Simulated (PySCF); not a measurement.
SMILES [C](F)(C(C(F)(F)F)(F)F)F (C3F7), doublet (CAM-B3LYP/def2-SVP optimised geometry):

```
10

F      1.956    -0.866     0.248
C      0.650    -0.867     0.141
F      0.219    -1.755    -0.726
C      0.046     0.508     0.000
F      0.468     1.262     1.023
F      0.454     1.087    -1.149
C     -1.493     0.508     0.000
F     -1.935     1.755     0.000
F     -1.943    -0.111     1.085
F     -1.956    -0.116    -1.074
```

Level of theory: unrestricted CAM-B3LYP/def2-TZVP (PySCF).

What are the frontier orbital energies (α orbitals alone; a β orbital can be the lowest empty one) and the dipole moment?

HOMO-2 -14.17 eV, HOMO-1 -12.67 eV, HOMO -9.36 eV, LUMO 2.27 eV, LUMO+1 2.39 eV; dipole moment 0.51 D.

On the same geometry PySCF with unrestricted PBE/def2-TZVP gives HOMO-2 -10.28 eV, HOMO-1 -9.12 eV, HOMO -5.97 eV, LUMO -0.02 eV, LUMO+1 0.18 eV; dipole moment 0.45 D.

Meta-Löwdin charges at CAM-B3LYP/def2-TZVP: F1 -0.21, C2 0.46, F3 -0.22, C4 0.50, F5 -0.26, F6 -0.27, C7 0.78, F8 -0.25, F9 -0.26, F10 -0.26.
